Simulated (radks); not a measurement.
The numbers below are computed, except where a source is named.
Question: I3+, 50 electrons, occupied as [Kr] 4d10 5s2 5p1 7p1 (not the ground configuration). Level of theory: Dirac Kohn-Sham, PBE, spin-unpolarised, spherical densities, point nucleus; open shells fill j = l - 1/2 first (a radial shooting solver on a logarithmic mesh with Libxc functionals). Some entries of the table are withheld. Estimate them.

| orbital | occ. | eigenvalue (hartree) | <1/r> (bohr^-1) | <r> (bohr) |
|---|---|---|---|---|
| 1s1/2 | 2 | -1212.809 | 56.84 | 0.02722 |
| 2s1/2 | 2 | -188.5892 | 13.27 | 0.1167 |
| 2p1/2 | 2 | -177.0309 | 13.25 | 0.09846 |
| 2p3/2 | 4 | -166.0518 | 12.22 | 0.1041 |
| 3s1/2 | 2 | -39.25895 | 4.731 | 0.3137 |
| 3p1/2 | 2 | -34.48142 | 4.641 | (1) |
| 3p3/2 | 4 | -32.41501 | 4.387 | (2) |
| 3d3/2 | 4 | -24.00103 | (3) | 0.2864 |
| 3d5/2 | 6 | -23.56650 | (4) | 0.2901 |
| 4s1/2 | 2 | -8.11197 | 1.902 | 0.7393 |
| 4p1/2 | 2 | (5) | 1.792 | 0.7717 |
| 4p3/2 | 4 | (6) | 1.710 | 0.7995 |
| 4d3/2 | 4 | -3.35435 | 1.464 | 0.9066 |
| 4d5/2 | 6 | -3.29054 | 1.443 | 0.9173 |
| 5s1/2 | 2 | -1.94581 | 0.7336 | 1.790 |
| 5p1/2 | 1 | -1.51812 | 0.6504 | 2.000 |
| 5p3/2 | 0 | -1.45955 | 0.6274 | 2.064 |
| 7p1/2 | 1 | -0.36817 | (7) | (8) |
| 7p3/2 | 0 | -0.36134 | (9) | (10) |

Answer: 
(1) 3p1/2 <r> (bohr): 0.3040
(2) 3p3/2 <r> (bohr): 0.3155
(3) 3d3/2 <1/r> (bohr^-1): 4.241
(4) 3d5/2 <1/r> (bohr^-1): 4.176
(5) 4p1/2 eigenvalue (hartree): -6.44367
(6) 4p3/2 eigenvalue (hartree): -6.04029
(7) 7p1/2 <1/r> (bohr^-1): 0.1848
(8) 7p1/2 <r> (bohr): 7.232
(9) 7p3/2 <1/r> (bohr^-1): 0.1833
(10) 7p3/2 <r> (bohr): 7.318
